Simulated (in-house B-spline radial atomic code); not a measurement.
Al²⁺. Computed with a B-spline radial atomic code. Model: non-relativistic spherical atom: semilocal Troullier-Martins pseudo-atom, one channel per l, against all electrons, high spin, G0W0 and RPA with empty states to l = 8, local potential for every l without a channel, a model core (radius 0 = none) keeps its share of the functional.

What the tables leave out is listed at the end.

The pseudopotential gives back the lowest level of each angular momentum of its own functional in the configuration it was made in; a second state of the same l is only approximately right. Exact exchange, RPA and GW see the smooth pseudo-orbitals and miss the exchange with the core, for which the functional's share stands in. The column with an uncorrelated core keeps all orbitals and exact exchange, and so separates missing core correlation from pseudisation. Only the three outermost levels and the lowest empty one were computed. RPA here is direct RPA, with no exchange kernel, and its energies carry an (l + 1/2)⁻⁴ tail. A hybrid on a potential with a model core restores only its own semilocal share of the core's exchange.

Command:
```bash
python run_psgw.py task.json out
```
Settings (lengths in bohr, energies in hartree):
```
Z                      13
electrons              11
configuration          [Ne] 3s1
generated_in           [Ne] 3s2 3p1
functional             pbe,pbe
core_shells            1
radius_factor          1.3
core_correction        True
ion_configuration      [He] 2s2 2p6
```

Run time, properties included: 19 s on 1 thread of Arm Neoverse V2 (shared host).

Given: made with PBE; model core radius 0.18 bohr; local radius 0.673 bohr; mean-field start PBE.

Valence shells of the generating configuration: 2s, 2p, 3s, 3p.

Channel: s 0.644, p 0.84 (radii in bohr).

Computed: largest level miss in the spin-unpolarised generating configuration 0.06 eV; valence RPA correlation energy all-electron orbitals -0.52508 hartree; all-electron RPA polarisability, core included 8.997 bohr³; pseudo-atom RPA polarisability 8.8252 bohr³; ionisation by mean-field all-electron 28.822 eV; ionisation by RPA all-electron 29.068 eV; ionisation by RPA pseudo minus all 0.133 eV.

| level | occupied | mean-field all-electron (eV) | mean-field pseudo minus all (eV) | G0W0 all-electron (eV) | G0W0 uncorrelated core minus all (eV) | G0W0 pseudo minus all (eV) | exchange self-energy all-electron (eV) | exchange self-energy pseudo (eV) |
| --- | --- | --- | --- | --- | --- | --- | --- | --- |
| 3s up | 1 | -24.44 | -0.034 | -29.178 | 0.003 | -0.114 | -13.494 | -13.304 |
| 3s down (empty) | 0 | -22.03 | -0.044 | -18.831 | 0.003 | -0.069 | -2.5054 | -2.2564 |

**Question.** What is the valence RPA correlation energy pseudo?

**Answer.** -0.48977 hartree.

**Question.** What is the ionisation by mean-field pseudo minus all?

**Answer.** 0.056 eV.

Given: mean-field start PBE0.

Computed: valence RPA correlation energy all-electron orbitals -0.50461 hartree; valence RPA correlation energy pseudo -0.4711 hartree; all-electron RPA polarisability, core included 7.7211 bohr³; pseudo-atom RPA polarisability 7.5952 bohr³; ionisation by mean-field pseudo minus all 0.051 eV; ionisation by RPA pseudo minus all 0.107 eV.

| level | occupied | mean-field all-electron (eV) | mean-field pseudo minus all (eV) | G0W0 all-electron (eV) | G0W0 uncorrelated core minus all (eV) | G0W0 pseudo minus all (eV) | exchange self-energy all-electron (eV) | exchange self-energy pseudo (eV) |
| --- | --- | --- | --- | --- | --- | --- | --- | --- |
| 3s up | 1 | -25.456 | -0.035 | -29.114 | 0.003 | -0.09 | -13.353 | -13.164 |
| 2p down | ? | ? | ? | ? | ? | ? | ? | ? |
| 2p up | 1 | -95.055 | 0.198 | -104.57 | 0.06 | 0.532 | -60.326 | -57.96 |
| 3s down (empty) | 0 | -20.928 | -0.035 | -18.747 | 0.003 | -0.051 | -2.2576 | -2.028 |

**Question.** What belongs in the row 2p down?

**Answer.** occupied: 1; mean-field all-electron (eV): -94.802; mean-field pseudo minus all (eV): 0.218; G0W0 all-electron (eV): -104.31; G0W0 uncorrelated core minus all (eV): 0.061; G0W0 pseudo minus all (eV): 0.568; exchange self-energy all-electron (eV): -60.089; exchange self-energy pseudo (eV): -57.662.

**Question.** What is the ionisation by RPA all-electron?

**Answer.** 28.954 eV.

**Question.** What is the ionisation by mean-field all-electron?

**Answer.** 28.684 eV.

Among the listed levels the largest G0W0 shift of the pseudo-atom is +0.57 eV, for 2p down on the PBE0 start, while leaving the core uncorrelated moves that level by +0.06 eV. So pseudisation and the lost core exchange, not the missing core correlation, make the error. Not in the tables (levels of low weight, unsolved or above zero; the highest and the empty levels are kept at any weight): on PBE the G0W0 levels 2p down (pseudo minus all +0.41 eV, weights 0.62 and 0.58), 2p up (pseudo minus all +0.39 eV, weights 0.62 and 0.58); no Hartree-Fock pseudo-atom is run with a model core.
